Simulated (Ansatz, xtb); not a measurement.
**Relaxing a trial structure of ClFOSi2+**

The starting geometry of this gas-phase doublet has its atoms placed at random.

```
atom    x (Å)    y (Å)    z (Å)
  Cl   0.6582   1.4341  -0.9676
   F  -0.6520   0.2831  -1.2242
   O   0.3547   1.5176   0.9852
  Si   0.1208  -1.2447  -0.0517
  Si   2.0093  -0.0052   0.3578
```

Q: One run relaxed it with r2SCAN-D4/def2-SVP. What is a likely outcome?

A: It ends as a structure given below by its coordinates. Distances that change by over a tenth: Cl1–O3 (1.98 → 3.10 Å), Cl1–Si5 (2.38 → 2.01 Å). Contacts that open: Cl1–F2 (1.76 → 5.41 Å), Si4–Si5 (2.30 → 3.35 Å). Contacts that close: F2–Si4 (2.08 → 1.61 Å), O3–Si4 (2.96 → 1.74 Å), O3–Si5 (2.33 → 1.61 Å).

The energy falls by 11.82 eV over 27 steps:

```tsv
step	E − E(last) (eV)
1	11.818
4	4.735
7	1.660
10	0.177
13	0.073
15	0.060
18	0.038
21	0.011
24	0.001
27	0.000
```

Final geometry (Å):

```yaml
atoms:
  - { symbol: Cl, position_ang: [2.0281, 2.8581, -0.6939] }
  - { symbol: F, position_ang: [-0.9619, -1.6468, -0.5983] }
  - { symbol: O, position_ang: [0.5205, 0.2832, 0.1640] }
  - { symbol: Si, position_ang: [-1.0528, -0.4200, 0.4338] }
  - { symbol: Si, position_ang: [1.9570, 0.9103, -0.2060] }
```

From the same start GFN2-xTB ends elsewhere, differing in Cl1–O3 (1.86 against 3.10 Å here), Cl1–Si5 (3.28 against 2.01 Å here), O3–Si4 (3.35 against 1.74 Å here), Si4–Si5 (2.34 against 3.35 Å here).

From so rough a start the end depends on the optimiser's path, so another program may land elsewhere. The end wasn't checked by frequencies. Open shells are spin-unrestricted. Run with Ansatz 0.2.0, 3.1 min on 1 thread of Intel(R) Xeon(R) 6975P-C (Granite Rapids), on a shared host.
